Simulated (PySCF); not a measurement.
**MoH₅ + 2 O₂ → HMoO₂ + 2 H₂O**

Level: PBE0 in the def2-TZVP basis family, computed in PySCF with density fitting; scalar-relativistic core potentials for atoms from Rb on, none lighter, no spin–orbit coupling; open shells unrestricted.

```
species                                                                                                                                      state and structure  ZPE (kJ/mol)  H(298 K) − H(0) (kJ/mol)  S° (J/(mol K))
   MoH₅  doublet, Cs, Mo–H 1.644 Å (×2), Mo–H 1.674 Å (×2), Mo–H 1.701 Å; H–Mo–H 57.0°, H–Mo–H 69.1° (×2), H–Mo–H 113.4° (×2), H–Mo–H 115.5°, H–Mo–H 116.8° (×4)          90.6                      12.1           258.7
     O₂                                                                                                                                triplet, D∞h, O–O 1.193 Å          10.3                       8.7           204.9
  HMoO₂                                                                          doublet, Cs, Mo–H 1.715 Å, Mo–O 1.673 Å (×2); H–Mo–O 107.2° (×2), O–Mo–O 111.4°          32.8                      12.0           283.2
    H₂O                                                                                                             singlet, C2v, O–H 0.960 Å (×2); H–O–H 105.1°          56.5                       9.9           188.7
```

**Question.** Is the gas-phase reaction uphill or downhill in electronic energy at this level, and by how much?

**Answer.** At PBE0/def2-TZVP, ΔE = -1047.3 kJ/mol, downhill. 

**Question.** Add zero-point, thermal and entropy terms for 298.15 K and 1 bar.

**Answer.** ΔZPE = 34.6 and Δ[H(298) − H(0)] = 2.3 kJ/mol give ΔH° = -1010.4 kJ/mol. ΔS° = -7.9 J/(mol K), so ΔG° = -1010.4 − 298.15 × (-0.0079) = -1008 kJ/mol.

Open d or f shells are single determinants, so the state found may not be the ground state. The structures come from searches over a few start shapes, so lower isomers are not excluded.
